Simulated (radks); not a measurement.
Problem. All-electron atom: P I in [Ne] 3s2 3p2 6s1 (not the ground configuration). All-electron calculation, Dirac Kohn-Sham, BLYP, spin-unpolarised, spherical densities, finite nucleus; open shells fill j = l - 1/2 first; Fermi nuclear charge, rms radius 3.1889 fm. Program: a radial shooting solver on a logarithmic mesh with Libxc functionals. Some entries of the table are withheld. Estimate them.

orbital  occ.  eigenvalue (eV)  <1/r> (bohr^-1)
1s1/2       2        -2094.593              (1)
2s1/2       2        -182.8297            2.824
2p1/2       2              (2)              (3)
2p3/2       4              (4)              (5)
3s1/2       2              (6)           0.7555
3p1/2       2         -12.5632           0.6319
6s1/2       1              (7)              (8)

Solution. 
(1) 1s1/2 <1/r> (bohr^-1): 14.65
(2) 2p1/2 eigenvalue (eV): -134.1745
(3) 2p1/2 <1/r> (bohr^-1): 2.724
(4) 2p3/2 eigenvalue (eV): -133.2538
(5) 2p3/2 <1/r> (bohr^-1): 2.707
(6) 3s1/2 eigenvalue (eV): -21.5830
(7) 6s1/2 eigenvalue (eV): -0.6073
(8) 6s1/2 <1/r> (bohr^-1): 0.05933
